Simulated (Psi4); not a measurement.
Pair of molecules, SMILES C#N with SMILES O=CO (the first has 3 atoms); geometry from B3LYP-D3(BJ)/def2-TZVP, rigid monomers moved along the line of their centres of mass till N2···H8 is 2.67 Å.
(charge 0, multiplicity 1):
```xyz
8

C      0.2913     0.1946    -0.1467
N     -0.2525    -0.2945     0.7320
H      0.8014     0.6532    -0.9642
O      0.9537     0.6331     4.5735
C      0.1111    -0.0985     5.0181
O     -0.7557    -0.8195     4.3064
H     -0.0540    -0.2690     6.0914
H     -0.6019    -0.6620     3.3489
```

The numbers are results of SAPT0/jun-cc-pV(D+d)Z run with Psi4, not measurements.

Problem. Give the four SAPT terms and the total, and say what mostly holds the pair together.

Solution. electrostatics -3.49, exchange 0.59, induction -0.48, dispersion -0.58, total -3.95 kcal/mol; the largest attraction is electrostatics.
